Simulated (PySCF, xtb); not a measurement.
B(Cl)(H)(SiH3) (BClH₄Si), SMILES [SiH3]BCl.

GFN2-xTB (xtb 6.7.1) at its own geometry gives an orbital gap of 2.67 eV and a dipole moment of 0.80 D.

Coordinates come from a B3LYP-D3(BJ)/def2-TZVP optimisation.

Problem. What does PySCF with PBE/def2-TZVPD give? (The exact figures need the calculation; the answer reports its results.)

Solution. gap 3.49 eV (levels -6.78 and -3.29 eV), dipole 0.36 D.
